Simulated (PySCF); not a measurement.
Compound: 1-methoxycyclopentene, C6H10O.
SMILES with atom numbers: `[CH3:1][O:2][C:3]1=[CH:4][CH2:5][CH2:6][CH2:7]1` (hydrogens: H8, H9, H10 on C1; H11 on C4; H12, H13 on C5; H14, H15 on C6; H16, H17 on C7)

The same species was optimised twice, with GFN2-xTB and with PBE0-D3(BJ)/def2-SVP (PySCF), and the same property calculations (PySCF, gas phase) were run on both structures.

```csv
coordinate,GFN2-xTB,PBE0-D3(BJ)/def2-SVP,change
O2–C3 (Å),1.358,1.340,-0.018
C3=C4 (Å),1.328,1.345,+0.017
C3–C7 (Å),1.506,1.500,-0.006
C1–O2 (Å),1.407,1.401,-0.006
C5–C6 (Å),1.539,1.542,+0.003
C4–C5 (Å),1.502,1.504,+0.002
C6–C7 (Å),1.534,1.534,0.000
C3–C4–C5 (°),111.2,110.4,-0.8
O2–C3–C4 (°),130.8,130.1,-0.7
C3–C7–C6 (°),102.9,102.4,-0.5
C4–C3–C7 (°),112.3,112.8,+0.5
C1–O2–C3 (°),116.0,116.5,+0.5
C5–C6–C7 (°),105.2,105.6,+0.4
C4–C5–C6 (°),103.6,103.3,-0.3
O2–C3–C7 (°),116.9,117.1,+0.2
C1–O2–C3–C4 (°),-1,0,+1
```

Rotational constants: A = 6262, B = 1872, C = 1504 MHz (GFN2-xTB) against A = 6205, B = 1888, C = 1512 MHz (PBE0-D3(BJ)/def2-SVP). Point groups within 0.08 Å: C1 and C1.

On the GFN2-xTB structure: lowest singlet, TDDFT (eV) 6.07 [CAM-B3LYP/def2-SVPD]; lowest triplet, Tamm–Dancoff (eV) 4.46 [CAM-B3LYP/def2-SVPD]; isotropic polarisability (au) 73.2 [CAM-B3LYP/def2-SVPD]; HOMO (eV) -7.52 [CAM-B3LYP/def2-SVPD]; LUMO (eV) 1.41 [CAM-B3LYP/def2-SVPD]; dipole (D) 0.85 [CAM-B3LYP/def2-SVPD]; HOMO (eV) -6.16 [PBE0/pcSseg-1]; LUMO (eV) 1.34 [PBE0/pcSseg-1]; dipole (D) 0.88 [PBE0/pcSseg-1]; GIAO shielding of C1 (ppm) 129.1 [PBE0/pcSseg-1]; GIAO shielding of O2 (ppm) 226.0 [PBE0/pcSseg-1]; GIAO shielding of C3 (ppm) 17.2 [PBE0/pcSseg-1]; GIAO shielding of C4 (ppm) 89.8 [PBE0/pcSseg-1]; GIAO shielding of C5 (ppm) 153.3 [PBE0/pcSseg-1]; GIAO shielding of C6 (ppm) 162.4 [PBE0/pcSseg-1]; GIAO shielding of C7 (ppm) 150.2 [PBE0/pcSseg-1].

Question: What do these properties become on the PBE0-D3(BJ)/def2-SVP structure?

Answer: 
```json
{"property": "lowest singlet, TDDFT (eV)", "level": "CAM-B3LYP/def2-SVPD", "on GFN2-xTB": "6.07", "on PBE0-D3(BJ)/def2-SVP": "5.99", "change": "-0.08"}
{"property": "lowest triplet, Tamm–Dancoff (eV)", "level": "CAM-B3LYP/def2-SVPD", "on GFN2-xTB": "4.46", "on PBE0-D3(BJ)/def2-SVP": "4.30", "change": "-0.16"}
{"property": "isotropic polarisability (au)", "level": "CAM-B3LYP/def2-SVPD", "on GFN2-xTB": "73.2", "on PBE0-D3(BJ)/def2-SVP": "74.4", "change": "+1.2"}
{"property": "HOMO (eV)", "level": "CAM-B3LYP/def2-SVPD", "on GFN2-xTB": "-7.52", "on PBE0-D3(BJ)/def2-SVP": "-7.43", "change": "+0.09"}
{"property": "LUMO (eV)", "level": "CAM-B3LYP/def2-SVPD", "on GFN2-xTB": "1.41", "on PBE0-D3(BJ)/def2-SVP": "1.40", "change": "-0.01"}
{"property": "dipole (D)", "level": "CAM-B3LYP/def2-SVPD", "on GFN2-xTB": "0.85", "on PBE0-D3(BJ)/def2-SVP": "0.79", "change": "-0.06"}
{"property": "energy, GFN2-xTB geometry as zero (kcal/mol)", "level": "CAM-B3LYP/def2-SVPD", "on GFN2-xTB": "0.0", "on PBE0-D3(BJ)/def2-SVP": "-0.6", "change": "-0.6"}
{"property": "HOMO (eV)", "level": "PBE0/pcSseg-1", "on GFN2-xTB": "-6.16", "on PBE0-D3(BJ)/def2-SVP": "-6.09", "change": "+0.07"}
{"property": "LUMO (eV)", "level": "PBE0/pcSseg-1", "on GFN2-xTB": "1.34", "on PBE0-D3(BJ)/def2-SVP": "1.25", "change": "-0.09"}
{"property": "dipole (D)", "level": "PBE0/pcSseg-1", "on GFN2-xTB": "0.88", "on PBE0-D3(BJ)/def2-SVP": "0.85", "change": "-0.03"}
{"property": "energy, GFN2-xTB geometry as zero (kcal/mol)", "level": "PBE0/pcSseg-1", "on GFN2-xTB": "0.0", "on PBE0-D3(BJ)/def2-SVP": "-0.4", "change": "-0.4"}
{"property": "GIAO shielding of C1 (ppm)", "level": "PBE0/pcSseg-1", "on GFN2-xTB": "129.1", "on PBE0-D3(BJ)/def2-SVP": "128.3", "change": "-0.8"}
{"property": "GIAO shielding of O2 (ppm)", "level": "PBE0/pcSseg-1", "on GFN2-xTB": "226.0", "on PBE0-D3(BJ)/def2-SVP": "223.5", "change": "-2.5"}
{"property": "GIAO shielding of C3 (ppm)", "level": "PBE0/pcSseg-1", "on GFN2-xTB": "17.2", "on PBE0-D3(BJ)/def2-SVP": "15.3", "change": "-1.9"}
{"property": "GIAO shielding of C4 (ppm)", "level": "PBE0/pcSseg-1", "on GFN2-xTB": "89.8", "on PBE0-D3(BJ)/def2-SVP": "88.0", "change": "-1.8"}
{"property": "GIAO shielding of C5 (ppm)", "level": "PBE0/pcSseg-1", "on GFN2-xTB": "153.3", "on PBE0-D3(BJ)/def2-SVP": "152.1", "change": "-1.2"}
{"property": "GIAO shielding of C6 (ppm)", "level": "PBE0/pcSseg-1", "on GFN2-xTB": "162.4", "on PBE0-D3(BJ)/def2-SVP": "159.9", "change": "-2.5"}
{"property": "GIAO shielding of C7 (ppm)", "level": "PBE0/pcSseg-1", "on GFN2-xTB": "150.2", "on PBE0-D3(BJ)/def2-SVP": "149.5", "change": "-0.7"}
```

The heavy atoms differ by 0.017 Å rms after alignment. Among bonds between heavy atoms O2–C3 and C3=C4 change most and about equally (-0.018 to +0.017 Å). Changes are differences of the printed values. Neither structure is proved a minimum here.
